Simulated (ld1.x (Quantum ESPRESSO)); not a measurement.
# Cutoff test, Tl (Z = 81), TM semilocal

ld1.x (Quantum ESPRESSO) 7.5 input, shortened:

```
&input
   title='Tl', zed=81., rel=1, dft='PZ', iswitch=3,
   config='[Xe] 4f14 5d10 6s2 6p0'
 /
 &inputp
   pseudotype=1, tm=.true., lloc=1,
   nlcc=.true., new_core_ps=.true., rcore=1.50
 /
3
6S  1  0   2.00   0.00  1.90  1.90  0.0
5D  3  2  10.00   0.00  1.45  1.45  0.0
6P  2  1   0.00   0.00  2.55  2.55  0.0
 &test
   configts(1)='5d10 6s2 6p0'
 /
```

The pseudo-atom Hamiltonian at the reference potential is diagonalised in spherical Bessel functions j_l(qr) that vanish at 20 bohr, with q² up to the cutoff. All-electron valence levels (Ry): 6s -1.2268, 5d -1.6888, 6p -0.6207.

Q: How do the lowest levels (Ry) of each channel move with the cutoff, and are there ghosts?

A:

```json
{"cutoff (Ry)": "8", "s #1": "-1.2100", "d #1": "-0.5880", "p #1": "-0.6166", "p #2": "-0.1575", "Σ f·Δε (mRy)": "11041.7"}
{"cutoff (Ry)": "15", "s #1": "-1.2158", "d #1": "-1.0725", "p #1": "-0.6202", "p #2": "-0.1582", "Σ f·Δε (mRy)": "6185.1"}
{"cutoff (Ry)": "21", "s #1": "-1.2238", "d #1": "-1.4279", "p #1": "-0.6205", "p #2": "-0.1583", "Σ f·Δε (mRy)": "2615.3"}
{"cutoff (Ry)": "35", "s #1": "-1.2259", "d #1": "-1.6629", "p #1": "-0.6207", "p #2": "-0.1583", "Σ f·Δε (mRy)": "260.6"}
{"cutoff (Ry)": "45", "s #1": "-1.2265", "d #1": "-1.6862", "p #1": "-0.6207", "p #2": "-0.1583", "Σ f·Δε (mRy)": "26.3"}
{"cutoff (Ry)": "60", "s #1": "-1.2267", "d #1": "-1.6884", "p #1": "-0.6207", "p #2": "-0.1583", "Σ f·Δε (mRy)": "3.5"}
{"cutoff (Ry)": "80", "s #1": "-1.2268", "d #1": "-1.6886", "p #1": "-0.6207", "p #2": "-0.1583", "Σ f·Δε (mRy)": "1.3"}
{"cutoff (Ry)": "110", "s #1": "-1.2268", "d #1": "-1.6888", "p #1": "-0.6207", "p #2": "-0.1583", "Σ f·Δε (mRy)": "0.0"}
{"cutoff (Ry)": "400", "s #1": "-1.2268", "d #1": "-1.6888", "p #1": "-0.6207", "p #2": "-0.1583", "Σ f·Δε (mRy)": "0.0"}
```

Result: no extra level below or beside the all-electron valence levels (s, d, p tested); the semilocal form is local in each channel, so this says nothing of the separable form that plane-wave codes build from it; 10 mRy is reached at 50 Ry and 1 mRy at 90 Ry.
